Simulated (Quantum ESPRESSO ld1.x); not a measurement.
Charge is removed step by step from the 4s down level of Yb2+, starting from [Ar] 3d10 4s(up 1, down 1) 4p6 4d10 4f14 5s2 5p6. Method: scalar-relativistic Kohn-Sham, LDA (Slater exchange, Perdew-Zunger correlation), spin-polarised, spherical densities, point nucleus; computed with ld1.x of Quantum ESPRESSO 7.5.

removed (e)  E - E(0) (eV)  eigenvalue (eV)  E minus straight line (eV)
0                    0.000          -473.70                       0.000
0.1                 47.418          -475.64                      -0.936
0.2                 95.033          -477.63                      -1.676
0.3                 142.85          -479.67                      -2.215
0.4                 190.87          -481.75                      -2.547
0.5                 239.10          -483.86                      -2.670
0.6                 287.55          -486.02                      -2.578
0.7                 336.21          -488.22                      -2.269
0.8                 385.10          -490.45                      -1.739
0.9                 434.21          -492.71                      -0.983
1                   483.55          -495.01                       0.000

Removing the whole electron costs 483.55 eV by Delta-SCF, against 473.70 eV from minus the eigenvalue at the starting occupation. Slater's transition state (half an electron removed) gives 483.86 eV. Integrating minus the eigenvalue over the occupation (Janak's theorem) gives 484.03 eV. In this scalar-relativistic scheme the density is built from large components alone, so the theorem holds only approximately. The mean slope of the eigenvalue, de/dn, is 21.3 eV per electron.
